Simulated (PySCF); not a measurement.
**Correlation energy of Sc (scandium, neutral)**

[Ar] 3d3, high-spin 4F determinant (an excited configuration). Calculation: PySCF 2.14, in ANO-RCC-VTZP (6s5p3d2f1g, 59 functions); scalar relativity by spin-free X2C-1e. Frozen: [Ar]; 3 electrons correlated.

```csv
level,correlation energy (mhartree)
CCSD,-34.81
(T),-1.30
CCSD(T),-36.11
```

Diagnostics: T1 = 0.0088, D1 = 0.0125, largest double amplitude 0.092.

Is a single reference adequate?

Mostly. T1 lies below 0.03, but a double amplitude of this size points to a near-degeneracy that CCSD handles and MP2 describes poorly.
